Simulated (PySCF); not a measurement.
Si(OSiH3)2(H)(Me) (CH₁₀O₂Si₃), SMILES O([SiH](O[SiH3])C)[SiH3].

Coordinates come from a B3LYP-D3(BJ)/def2-SVP optimisation. One conformer was computed; it need not be the lowest.

Computed with r2SCAN/def2-TZVP run with PySCF.

Isolated molecule, no solvent.

```json
{
  "total_energy": "-1063.16671 hartree",
  "highest_occupied_level": "-7.29 eV",
  "lowest_empty_level": "-0.48 eV",
  "orbital_gap": "6.81 eV",
  "dipole_moment": "0.130 e·Å",
  "quadrupole, principal values (traceless, Buckingham form, about the centre of nuclear charge)": "-3.28, -0.35, 3.63 D·Å"
}
```
